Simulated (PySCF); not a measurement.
Compound: C₇H₉O₂P.
SMILES with atom numbers: `[CH:1]#[C:2][P:3]([CH2:4][CH:5]=[CH2:6])[C:7](=[O:8])[O:9][CH3:10]` (hydrogens: H11 on C1; H12, H13 on C4; H14 on C5; H15, H16 on C6; H17, H18, H19 on C10)

Cartesian coordinates in Å at the PBE0-D3(BJ)/def2-SVP level; atoms count from 1:
```
atom  x, y, z in Å
C1     0.093    0.193    2.915
C2    -0.004    0.421    1.725
P3    -0.240    0.888    0.037
C4    -1.309   -0.506   -0.591
C5    -2.658   -0.494    0.049
C6    -3.795   -0.171   -0.569
C7     1.386    0.297   -0.680
O8     1.469   -0.387   -1.665
O9     2.425    0.805   -0.024
C10    3.708    0.465   -0.531
H11    0.187   -0.015    3.966
H12   -0.785   -1.459   -0.419
H13   -1.376   -0.351   -1.679
H14   -2.684   -0.761    1.113
H15   -4.752   -0.176   -0.040
H16   -3.812    0.107   -1.628
H17    3.855   -0.625   -0.515
H18    3.824    0.818   -1.566
H19    4.435    0.956    0.125
```

Computed, not measured: TDDFT CAM-B3LYP/def2-SVPD, vertical, gas phase, core orbitals frozen in the response in PySCF.

Frontier orbitals with the atoms that hold most of them (Löwdin shares over 4%, at most four atoms; ? is withheld):

```csv
orbital,ε (eV),atoms
LUMO+2,0.80,"P3 18%, C6 17%, C5 16%, C2 10%"
LUMO+1,0.74,"C7 24%, O8 19%, P3 12%, C2 10%"
LUMO,0.68,?
HOMO,-8.19,"P3 38%, C2 15%, C1 14%, C4 8%"
HOMO-1,-8.85,?
HOMO-2,-9.67,"C2 28%, C1 27%, O8 9%, C5 9%"
HOMO-3,-10.37,"C2 26%, C1 22%, O8 19%, O9 12%"
```

(1) Which atoms hold the HOMO-1, and with what shares?

(2) Which atoms hold the LUMO, and with what shares?

(3) How does S1 compare with the orbital gap of 8.88 eV?

## Answers

(1) C6 (bonded to C and 2 H) 28%; C5 (bonded to 2 C and H) 26%; O8 (bonded to C) 9%; P3 (bonded to 3 C) 7%. By element: carbon 54% or more, oxygen 9% or more, phosphorus 7%.

(2) P3 (bonded to 3 C) 21%; C2 (bonded to C and P) 16%; C1 (bonded to C and H) 15%; C7 (bonded to 2 O and P) 12%. By element: carbon 42% or more, phosphorus 21%.

(3) S1 is at 5.14 eV (f = 0.0060), 3.74 eV below the gap, made of HOMO→LUMO+1 (49%), HOMO→LUMO (27%). Its leading pair isn't HOMO and LUMO; the energies of that pair differ by 8.94 eV. 

Next come S2 at 5.35 eV (f 0.035), HOMO→LUMO (42%), HOMO→LUMO+1 (12%), HOMO-1→LUMO+1 (11%); S3 at 5.85 eV (f 0.062), HOMO→LUMO+2 (47%), HOMO-2→LUMO (9%); S4 at 6.27 eV (f 0.033), HOMO→LUMO+1 (16%), HOMO→LUMO (15%), HOMO-1→LUMO (14%); S5 at 6.41 eV (f 0.053), HOMO-2→LUMO+2 (21%), HOMO-1→LUMO+2 (18%), HOMO-2→LUMO+4 (12%).

One conformer stands for the species.
